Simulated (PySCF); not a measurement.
## H2TeO: from structure and modes to constants

These are results of PBE0/[Te def2-TZVP with ECP28, O def2-TZVP, H def2-TZVP], scalar-relativistic core potentials, density fitting, no spin–orbit coupling, PySCF, not measurements.

The singlet minimum has Cs symmetry. Masses (u): Te 129.90622, O 15.99492, H 1.00782.

```xyz
4
charge 0 multiplicity 1, angstrom
Te   -0.0174    0.1891    0.0000
O    -0.0002   -1.6134    0.0000
H     1.1480    0.6075   -1.1643
H     1.1480    0.6075    1.1643
```

Harmonic wavenumbers (cm⁻¹): 696.5 (a'', ×1), 738.8 (a', ×1), 841.5 (a', ×1), 886.2 (a', ×1), 1956.8 (a'', ×1), 1967.2 (a', ×1).

What is the harmonic zero-point energy?

Half the sum of all 6 wavenumbers, 7087/2 = 3543 cm⁻¹, which is 42.4 kJ/mol (1 cm⁻¹ = 0.0119627 kJ/mol).

Give the standard entropy (298.15 K, 1 bar) by its translational, rotational, vibrational and spin parts, and Cp.

Sackur–Tetrode with M = 147.92 u gives 171.2; rotation with symmetry number 1 gives 88.0; vibration 3.8; spin R ln 1 = 0.0. The total is 263.0 J/(mol K), and Cp = 4 R + 11.4 = 44.7 J/(mol K).

This need not be the most stable arrangement of these atoms.
